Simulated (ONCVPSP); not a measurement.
## Building the ONCV potential for bismuth (PBEsol, scalar-relativistic).

The input file (ONCVPSP 4.0.1):

```
# ATOM AND REFERENCE CONFIGURATION
# atsym  z   nc   nv     iexc    psfile
  Bi 83.00   12    3  -116133      upf
#
#   n    l    f
    1    0    2.00
    2    0    2.00
    2    1    6.00
    3    0    2.00
    3    1    6.00
    3    2   10.00
    4    0    2.00
    4    1    6.00
    4    2   10.00
    4    3   14.00
    5    0    2.00
    5    1    6.00
    5    2   10.00
    6    0    2.00
    6    1    1.00
#
# PSEUDOPOTENTIAL AND OPTIMIZATION
# lmax
    2
#
#   l,   rc,      ep,       ncon, nbas, qcut
    0    1.95    0.00    3    6    2.80
    1    2.40    0.00    4    9    3.20
    2    1.40    0.00    4    8   12.70
#
# LOCAL POTENTIAL
# lloc, lpopt,  rc(5),   dvloc0
    4    5    1.30    0.00
#
# VANDERBILT-KLEINMAN-BYLANDER PROJECTORs
# l, nproj, debl
    0    2    2.60
    1    2    2.20
    2    2    2.10
#
# MODEL CORE CHARGE
# icmod, fcfact, rcfact
    0    0.00    0.00
#
# LOG DERIVATIVE ANALYSIS
# epsh1, epsh2, depsh
   -3.00    5.00    0.02
#
# OUTPUT GRID
# rlmax, drl
    6.00    0.01
#
# TEST CONFIGURATIONS
# ncnf
    4
# nvcnf
#   n    l    f
    3
    5    2   10.00
    6    0    2.00
    6    1    3.00
#
    3
    5    2   10.00
    6    0    2.00
    6    1    2.00
#
    3
    5    2   10.00
    6    0    2.00
    6    1    0.00
#
    3
    5    2   10.00
    6    0    2.00
    6    1    2.50
#
```

Command:

```bash
oncvpsp.x < Bi.dat > Bi.out
```

Resulting log (shortened: citation, most of the input echo, consistency checks and plot data are left out):

```
ONCVPSP  (Optimized Norm-Conservinng Vanderbilt PSeudopotential)
scalar-relativistic version 4.0.1

#   n    l    f        energy (Ha)
    1    0    2.00    -3.3322703E+03
    2    0    2.00    -5.9925642E+02
    2    1    6.00    -5.1264740E+02
    3    0    2.00    -1.4513906E+02
    3    1    6.00    -1.2040386E+02
    3    2   10.00    -9.5584816E+01
    4    0    2.00    -3.3799786E+01
    4    1    6.00    -2.5696964E+01
    4    2   10.00    -1.6446382E+01
    4    3   14.00    -6.2579796E+00
    5    0    2.00    -6.4463992E+00
    5    1    6.00    -4.1682605E+00
    5    2   10.00    -1.6371516E+00
    6    0    2.00    -1.1321468E+00
    6    1    1.00    -7.0677076E-01

Reference configufation results
  iterations    23
  all-electron total energy (Ha)   -2.15242153D+04

Begin loop to  construct optimized pseudo wave functions
and semi-local pseudopoentials for all angular momenta

   Wellstate for l =  0  n =  8
     eigenvalue =   1.4679
     asymptotic potential =   1.9679
     half-point radius =  3.5520

Calculating optimized projector #   1

 for l=   0

    Fraction of norm inside rc  0.464471
    Optimizing pswf for qcut=   2.79 a_B^-1,  ecut=   3.90 Ha
    Residual kinetic energy error=  2.06D-02 Ha

    Energy error per electron        Cutoff
         Ha          eV             Ha
         0.01000     0.27211        5.55
         0.00100     0.02721       21.60
         0.00010     0.00272       36.76
         0.00001     0.00027       76.08

Calculating optimized projector #   2

 for l=   0

    Fraction of norm inside rc  0.071723
    Optimizing pswf for qcut=   2.79 a_B^-1,  ecut=   3.90 Ha
    Residual kinetic energy error=  1.01D-01 Ha

    Energy error per electron        Cutoff
         Ha          eV             Ha
         0.01000     0.27211        8.66
         0.00100     0.02721       22.21
         0.00010     0.00272       28.94
         0.00001     0.00027       44.95

   Wellstate for l =  1  n =  8
     eigenvalue =   1.4932
     asymptotic potential =   1.9932
     half-point radius =  4.0670

Calculating optimized projector #   1

 for l=   1

    Fraction of norm inside rc  0.445142
    Optimizing pswf for qcut=   3.20 a_B^-1,  ecut=   5.13 Ha
    Residual kinetic energy error=  1.67D-03 Ha

    Energy error per electron        Cutoff
         Ha          eV             Ha
         0.01000     0.27211        2.29
         0.00100     0.02721        5.99
         0.00010     0.00272       39.75
         0.00001     0.00027       48.07

Calculating optimized projector #   2

 for l=   1

    Fraction of norm inside rc  0.104185
    Optimizing pswf for qcut=   3.20 a_B^-1,  ecut=   5.13 Ha
    Residual kinetic energy error=  2.27D-02 Ha

    Energy error per electron        Cutoff
         Ha          eV             Ha
         0.01000     0.27211        5.84
         0.00100     0.02721       12.86
         0.00010     0.00272       41.56
         0.00001     0.00027       56.22

   Wellstate for l =  2  n =  7
     eigenvalue =   0.4628
     asymptotic potential =   0.9628
     half-point radius =  4.8085

Calculating optimized projector #   1

 for l=   2

    Fraction of norm inside rc  0.699059
    Optimizing pswf for qcut=  12.71 a_B^-1,  ecut=  80.78 Ha
    Residual kinetic energy error=  2.10D-08 Ha

    Energy error per electron        Cutoff
         Ha          eV             Ha
         0.01000     0.27211       21.01
         0.00100     0.02721       26.31
         0.00010     0.00272       46.51
         0.00001     0.00027       56.73

Calculating optimized projector #   2

 for l=   2

    Fraction of norm inside rc  0.038391
    Optimizing pswf for qcut=  12.71 a_B^-1,  ecut=  80.78 Ha
    Residual kinetic energy error=  1.30D-09 Ha

    Energy error per electron        Cutoff
         Ha          eV             Ha
         0.01000     0.27211       16.76
         0.00100     0.02721       22.62
         0.00010     0.00272       29.58
         0.00001     0.00027       51.31

Construct Vanderbilt / Kleinmman-Bylander projectors

B matrix Hermiticity error, ll=   0
   1   2   -2.1785E-04

  Orthonormal projector coefficients  1.2000E+01  1.8914E+00

B matrix Hermiticity error, ll=   1
   1   2   -1.4617E-04

  Orthonormal projector coefficients  7.3342E+00  9.8498E-01

B matrix Hermiticity error, ll=   2
   1   2   -2.5153E-04

  Orthonormal projector coefficients  3.8111E+00  3.2697E-01

Pseudoatom total energy  -69.844641

Diagnostic tests using Vanderbilt-Kleinman-Bylander pseudopotentials
  1 or more projectors used as specified by nproj input data

   l    rcore       rmatch      e in        delta e   norm test  slope test

   0   1.9507833   2.0100133  -1.1321468   0.0000757   1.0000936   1.0005969
   0   1.9507833   2.0100133   1.4678532  -0.0000381   1.0004196   1.0004196

   1   2.4051288   2.4781538  -0.7067708  -0.0000014   0.9999781   0.9999893
   1   2.4051288   2.4781538   1.4932292   0.0000146   1.0002010   1.0002010

   2   1.4038480   1.4464718  -1.6371516   0.0000027   1.0001814   1.0002184
   2   1.4038480   1.4464718   0.4628484   0.0000488   1.0004771   1.0004771

 Testing for bound ghosts
   n   l    E NL Schr. Eq   E Basis Diag.   E Cutoff

       0                       -3.629658     32.94  WARNING - GHOST(-)
   1   0       -1.132071       -1.131614     32.94

   2   1       -0.706772       -0.706306     68.09

   3   2       -1.637149       -1.636737    174.96

 Testing for highly-localized positive-energy ghosts
       l    <radius>/rc     E Basis Diag.   E Cutoff

       1        0.270512       -0.362296     68.09  WARNING - GHOST(+)

Test configuration 0

   n   l     f        eae           eps        diff
   1   0  2.0000-3332.27027409
   2   0  2.0000 -599.25642214
   2   1  6.0000 -512.64740285
   3   0  2.0000 -145.13905585
   3   1  6.0000 -120.40386336
   3   2 10.0000  -95.58481581
   4   0  2.0000  -33.79978639
   4   1  6.0000  -25.69696432
   4   2 10.0000  -16.44638198
   4   3 14.0000   -6.25797960
   5   0  2.0000   -6.44639919
   5   1  6.0000   -4.16826045
   5   2 10.0000   -1.63715157   -1.63714888    2.69D-06
   6   0  2.0000   -1.13214685   -1.13207112    7.57D-05
   6   1  1.0000   -0.70677076   -0.70677216   -1.40D-06

    Total energies and differences
      AE_ref= -2.15242153D+04  AE_tst= -2.15242153D+04  dif=  0.00D+00
      PS_ref= -6.98446415D+01  PS_tst= -6.98446415D+01  dif= -1.42D-14
      PSP excitation error=  1.42D-14

Test configuration 1

   n   l     f        eae           eps        diff
   1   0  2.0000-3331.61690414
   2   0  2.0000 -598.60587551
   2   1  6.0000 -511.99662820
   3   0  2.0000 -144.48936156
   3   1  6.0000 -119.75414795
   3   2 10.0000  -94.93518686
   4   0  2.0000  -33.15064061
   4   1  6.0000  -25.04788660
   4   2 10.0000  -15.79742562
   4   3 14.0000   -5.60916644
   5   0  2.0000   -5.79929586
   5   1  6.0000   -3.52147764
   5   2 10.0000   -0.99446103   -0.99723075   -2.77D-03
   6   0  2.0000   -0.53415913   -0.53431234   -1.53D-04
   6   1  3.0000   -0.16895582   -0.16901864   -6.28D-05

    Total energies and differences
      AE_ref= -2.15242153D+04  AE_tst= -2.15250694D+04  dif= -8.54D-01
      PS_ref= -6.98446415D+01  PS_tst= -7.06991322D+01  dif= -8.54D-01
      PSP excitation error=  4.26D-04

Test configuration 2

   n   l     f        eae           eps        diff
   1   0  2.0000-3331.91895072
   2   0  2.0000 -598.90697890
   2   1  6.0000 -512.29781072
   3   0  2.0000 -144.79019476
   3   1  6.0000 -120.05498908
   3   2 10.0000  -95.23599539
   4   0  2.0000  -33.45131322
   4   1  6.0000  -25.34854047
   4   2 10.0000  -16.09804237
   4   3 14.0000   -5.90974005
   5   0  2.0000   -6.09938005
   5   1  6.0000   -3.82151493
   5   2 10.0000   -1.29322363   -1.29492607   -1.70D-03
   6   0  2.0000   -0.81563214   -0.81566383   -3.17D-05
   6   1  2.0000   -0.42198833   -0.42198886   -5.36D-07

    Total energies and differences
      AE_ref= -2.15242153D+04  AE_tst= -2.15247773D+04  dif= -5.62D-01
      PS_ref= -6.98446415D+01  PS_tst= -7.04068336D+01  dif= -5.62D-01
      PSP excitation error=  2.61D-04

Test configuration 3

   n   l     f        eae           eps        diff
   1   0  2.0000-3332.66089670
   2   0  2.0000 -599.64410967
   2   1  6.0000 -513.03531607
   3   0  2.0000 -145.52579822
   3   1  6.0000 -120.79062428
   3   2 10.0000  -95.97150161
   4   0  2.0000  -34.18586767
   4   1  6.0000  -26.08295911
   4   2 10.0000  -16.83223746
   4   3 14.0000   -6.64366871
   5   0  2.0000   -6.82999715
   5   1  6.0000   -4.55126497
   5   2 10.0000   -2.01545298   -2.01321183    2.24D-03
   6   0  2.0000   -1.47316274   -1.47307859    8.41D-05

    Total energies and differences
      AE_ref= -2.15242153D+04  AE_tst= -2.15233570D+04  dif=  8.58D-01
      PS_ref= -6.98446415D+01  PS_tst= -6.89857622D+01  dif=  8.59D-01
      PSP excitation error= -5.05D-04

Test configuration 4

   n   l     f        eae           eps        diff
   1   0  2.0000-3331.76082686
   2   0  2.0000 -598.74943530
   2   1  6.0000 -512.14021937
   3   0  2.0000 -144.63282123
   3   1  6.0000 -119.89761092
   3   2 10.0000  -95.07863627
   4   0  2.0000  -33.29404471
   4   1  6.0000  -25.19128463
   4   2 10.0000  -15.94081035
   4   3 14.0000   -5.75253591
   5   0  2.0000   -5.94250028
   5   1  6.0000   -3.66468072
   5   2 10.0000   -1.13719857   -1.13952019   -2.32D-03
   6   0  2.0000   -0.66955410   -0.66965047   -9.64D-05
   6   1  2.5000   -0.29067261   -0.29070381   -3.12D-05

    Total energies and differences
      AE_ref= -2.15242153D+04  AE_tst= -2.15249550D+04  dif= -7.40D-01
      PS_ref= -6.98446415D+01  PS_tst= -7.05846488D+01  dif= -7.40D-01
      PSP excitation error=  3.51D-04
```

Note: ghosts flagged at negative energy: s at -98.8 eV, p at -9.9 eV; no localised positive-energy state flagged. A true bound ghost makes a file unfit for plane-wave use.

The run took about 4.4 s on one core of a shared server CPU.
